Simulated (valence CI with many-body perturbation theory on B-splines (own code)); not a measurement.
**Rh XL: key properties**

Computed by configuration interaction combined with many-body perturbation theory (CI+MBPT): four valence electrons over a frozen Dirac-Fock core [He], radial functions for each j: 9 s, 9 p, 8 d, 6 f, 3 g, 1 h, with the one-electron correlation potential Σ1 (screened to all orders), the two-electron term Σ2, the three-electron term Σ3, Breit, model QED; selected single and double excitations, second order for the rest, scaled by the run's own slope (own B-spline code, finite nucleus).

No measured spectrum was set against this ion. As an estimate, large intervals hold to a few tenths of a per cent, small ones and those within an open d or f shell to about a per cent. Among the levels kept, up to 1000 cm⁻¹ of a level comes from second order outside the variational space, and about a tenth of that is noise between levels of different J, which matters for small intervals.

Levels are named by their leading jj configuration (3d3/2^4 stands for four electrons in 3d with j = 3/2), which in mixed levels can hold well under half, so a name can repeat and another be missing.

Rates and lifetimes use the calculated energies. Strong lines usually hold to 10 to 20 %, long lifetimes can be off by a factor of two.

**Question.** What is the ground level?

**Answer.** (2s^2 2p1/2^2) J=0, composition 73 % 2s2 2p2 3P + 26 % 2s2 2p2 1S.

**Question.** What are the static dipole polarisabilities of the lowest levels?

**Answer.** (2s^2 2p1/2^2) J=0 0.00107 bohr³, of which the core gives 2.02e-06.

**Question.** What is the ionisation energy?

**Answer.** 5950.5 eV; NIST lists 5940 ± 7 eV (semi-empirical).

**Question.** Among levels below 267.04 Ry, which E1 lines absorb most strongly from the ground level?

**Answer.** to (2s^2 2p1/2 3d3/2) J=1 at 0.3552 nm, f = 1.44; to (2s 2p1/2^2 3p3/2) J=1 at 0.3474 nm, f = 0.399; to (2s 2p1/2^2 2p3/2) J=1 at 3.697 nm, f = 0.137.

**Question.** Name the longest-lived excited levels whose lifetime is computed, and their main decay.

**Answer.** (2s^2 2p1/2 2p3/2) J=2 at 11.50 Ry lives 50.1 μs, mostly by E2 to (2s^2 2p1/2^2) J=0; (2s^2 2p1/2 2p3/2) J=1 at 10.53 Ry lives 49.5 ns, mostly by M1 to (2s^2 2p1/2^2) J=0; (2s^2 2p3/2^2) J=2 at 22.73 Ry lives 26.0 ns, mostly by M1 to (2s^2 2p1/2 2p3/2) J=1.
